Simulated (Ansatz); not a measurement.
The molecule RuI, multiplicity 4 (lowest of 2S+1 = 2, 4, 6 at PBE0/def2-TZVPP; our sources give no spin for the ground state, which may be another). No spin–orbit coupling.

Seven points along R, fitted to fifth degree in 1/R; most abundant isotopes. In def2 and cc sets the state is the lowest found near the PBE0 minimum, followed along R.

Codes used: Ansatz (a quantum-chemistry and plane-wave program) with Gaussian orbitals. Each number belongs to the level named beside it. In def2 rows elements past Kr take small-core potentials, without spin–orbit coupling.

What bond length and harmonic frequency does PBE/def2-TZVPP give?

r_e = 2.492 Å, ω_e = 223 cm⁻¹.

What bond length and harmonic frequency does BHLYP/def2-TZVPP give?

r_e = 2.618 Å, ω_e = 202 cm⁻¹.

What bond length and harmonic frequency does wB97M-V/def2-TZVPP give?

r_e = 2.544 Å, ω_e = 212 cm⁻¹.
